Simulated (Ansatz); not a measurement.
Consider the ligand exchange at a Te–C bond: `C=NC[TeH]` + PH₃ → `P[TeH]` + `C=NC`.

Calculated with Ansatz (gas phase, PBE0-D4/def2-TZVP geometries, no zero-point term in ΔE). CCSD(T)/CBS adds triple-zeta CCSD(T) − MP2 to the extrapolated MP2 energy (def2 sets, frozen cores). This one scheme is used for every species. DFT in def2-TZVPP. B3LYP here is the variant with VWN-RPA as its local correlation; programs differ in this. def2 core potentials past Kr. For Te outer-core shells are correlated without core-valence functions, which leaves a few kJ/mol of doubt a bond. One conformer a species, not always the lowest.

```tsv
level	ΔE (kJ/mol)
PBE-D4	-59.4
B3LYP-D4	-61.9
```

(1) What does CCSD(T)/CBS give? (Best estimate.)

Largest T1 diagnostic among the species: 0.013.

Results:

(1) The calculation gave: -61.0 kJ/mol. The listed levels differ from it by 1.6, -0.9 kJ/mol.

The D4 term adds +4.9 kJ/mol with B3LYP and +2.7 kJ/mol with PBE0; it sums over pairs of atoms, weighted by their polarisabilities, and B3LYP, whose exchange is more repulsive, gets the larger term. In def2-TZVPP, CCSD(T) changes the Hartree–Fock value by +21.1 kJ/mol (the triples alone add +3.6 kJ/mol) and MP2 by +21.6 kJ/mol.
